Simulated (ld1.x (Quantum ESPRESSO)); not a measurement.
Cutoff test, beryllium (Be), TM

```
Element                 : Be (Z = 4)
Generator               : ld1.x (Quantum ESPRESSO) 7.5
Type                    : norm-conserving Troullier–Martins (Kleinman–Bylander form)
Functional              : PBE
Relativity              : scalar-relativistic
Frozen core             : [He]
Valence charge          : 2
Reference configuration : 2s2 2p0
Partial waves           : 2p (bound, empty): rc 4.20 bohr; 3d channel at 0.5 Ry: rc 3.60 bohr; 2s (bound): rc 2.00 bohr
Local potential         : the s channel
Core correction         : none
```

The pseudo-atom Hamiltonian at the reference potential is diagonalised in spherical Bessel functions j_l(qr) that vanish at 20 bohr, with q² up to the cutoff. All-electron valence levels (Ry): 2p -0.1484, 2s -0.4123.

Task: How do the lowest levels (Ry) of each channel move with the cutoff, and are there ghosts?

Result:

| cutoff (Ry) | p #1 | p #2 | d #1 | s #1 | s #2 | f #1 | Σ f·Δε (mRy) |
| --- | --- | --- | --- | --- | --- | --- | --- |
| 8 | -0.1483 | 0.0387 | 0.0653 | -0.4067 | 0.0034 | 0.1138 | 11.2 |
| 10 | -0.1483 | 0.0387 | 0.0653 | -0.4099 | 0.0031 | 0.1138 | 4.7 |
| 12 | -0.1483 | 0.0387 | 0.0653 | -0.4113 | 0.0029 | 0.1138 | 2.0 |
| 15 | -0.1484 | 0.0387 | 0.0653 | -0.4117 | 0.0029 | 0.1138 | 1.3 |
| 21 | -0.1484 | 0.0387 | 0.0653 | -0.4118 | 0.0029 | 0.1138 | 1.1 |
| 25 | -0.1484 | 0.0387 | 0.0653 | -0.4119 | 0.0029 | 0.1138 | 0.8 |
| 30 | -0.1484 | 0.0387 | 0.0653 | -0.4122 | 0.0029 | 0.1138 | 0.3 |
| 35 | -0.1484 | 0.0387 | 0.0653 | -0.4123 | 0.0028 | 0.1138 | 0.1 |
| 400 | -0.1484 | 0.0387 | 0.0653 | -0.4123 | 0.0028 | 0.1138 | 0.0 |

Result: no extra level below or beside the all-electron valence levels (p, d, s, f tested); 10 mRy is reached at 10 Ry and 1 mRy at 25 Ry.
